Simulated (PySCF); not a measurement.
Orbital energies, ionisation energy and electron affinity

Compound: C3H3BrO.
Cartesian coordinates in Å at the PBE0-D3(BJ)/def2-SVP level; atoms count from 1:
```xyz
8
C3H3BrO angstrom
C     -0.949   -0.230    0.243
C      0.369    0.366   -0.126
Br     0.507    2.242   -0.359
C      1.489   -0.304   -0.319
O      2.473   -0.899   -0.491
H     -1.311    0.178    1.200
H     -0.861   -1.322    0.349
H     -1.705   -0.021   -0.530
```

Level: PBE0/def2-SVPD (PySCF). Frontier orbitals with their largest atomic shares (Löwdin; up to four atoms above 4 %):

```json
{"orbital": "HOMO−3", "ε (eV)": "-11.11", "main atoms": "Br3 32 %, C1 23 %, C2 15 %, H7 14 %"}
{"orbital": "HOMO−2", "ε (eV)": "-9.37", "main atoms": "Br3 64 %, C2 17 %, C1 6 %, O5 5 %"}
{"orbital": "HOMO−1", "ε (eV)": "-8.71", "main atoms": "Br3 83 %, C2 9 %, C1 4 %"}
{"orbital": "HOMO", "ε (eV)": "-6.66", "main atoms": "?"}
{"orbital": "LUMO", "ε (eV)": "-2.09", "main atoms": "C4 31 %, Br3 26 %, O5 25 %, C2 12 %"}
{"orbital": "LUMO+1", "ε (eV)": "0.38", "main atoms": "C4 26 %, Br3 23 %, C1 18 %, O5 10 %"}
{"orbital": "LUMO+2", "ε (eV)": "0.52", "main atoms": "Br3 47 %, C2 16 %, C4 9 %, C1 9 %"}
```

Task: What vertical ionisation energy does ΔSCF give, and how far is −ε(HOMO) from it?

Result: ΔSCF: 8.77 eV (847 kJ/mol; threshold wavelength 141 nm); ⟨S²⟩ of the doublet left behind is 0.755, against 0.75 for a pure doublet. −ε(HOMO) is 6.66 eV, 2.11 eV below it. For the exact functional −ε(HOMO) would equal the first vertical ionisation energy; PBE0 (global hybrid, 25 % exact exchange) falls short of its own ΔSCF value by 24 %.

Task: On which atoms does the HOMO lie?

Result: C2 (outer carbon of cumulated double bonds) 31 %, Br3 (vinyl bromine) 26 %, O5 (oxygen bonded to C) 17 %, C4 (central carbon of a ketene) 17 %, so no atom holds as much as 40 %. The HOMO−1 lies 2.05 eV lower.

Task: And the vertical electron affinity, the fundamental gap, Mulliken's electronegativity and the hardness (with the factor ½)?

Result: EA = 0.14 eV by ΔSCF (−ε(LUMO) = 2.09 eV). IE − EA = 8.63 eV against an orbital gap of 4.57 eV; (IE + EA)/2 = 4.46 eV; (IE − EA)/2 = 4.31 eV.

Task: How many of the 10 lowest singlet excitations (vertical TDDFT, same level) lie below the ionisation energy?

Result: All 10; they run from 2.69 to 7.75 eV.

Task: Shift the occupied levels rigidly so that −ε(HOMO) equals the ΔSCF value. What binding energies result?

Result: The shift is +2.11 eV: HOMO 8.77, HOMO−1 10.82, HOMO−2 11.48, HOMO−3 13.22 eV. A rigid shift is only a rough guide to the deeper ionisations.

Isolated species at its PBE0-D3(BJ)/def2-SVP geometry, gas phase. The calculation is non-relativistic, for bromine too.
